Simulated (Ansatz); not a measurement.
Mulliken charges of CHBBrFO (`FC1(Br)BO1`) from B3LYP/def2-TZVPP in Ansatz (PBE0-D4/def2-TZVP geometry).

```csv
atom,x (Å),y (Å),z (Å),charge (e)
F1,1.650,-0.285,0.482,-0.168
C2,0.353,-0.373,0.169,0.320
Br3,-0.275,-2.151,0.464,-0.050
B4,-0.405,0.709,-0.550,0.012
O5,-0.433,0.649,0.795,-0.198
H6,-0.847,1.387,-1.407,0.084
```

By hand: the dipole of these point charges (1 e Å = 4.8032 D).

Σ q r = (-0.141, 0.033, -0.332) e Å, of length 0.362 e Å = 1.74 D.

How does the dipole of the full density compare? (An estimate is asked.)

The calculation gave: (-0.157, 0.177, -0.315) e Å, 1.89 D; the point charges give 0.92 times that, at 22° from its direction.

Point charges leave out the atoms' own dipoles, such as those of lone pairs, and Mulliken's split depends on the basis, so the two needn't agree.

B3LYP here is the variant with VWN-RPA as its local correlation; programs differ in this.
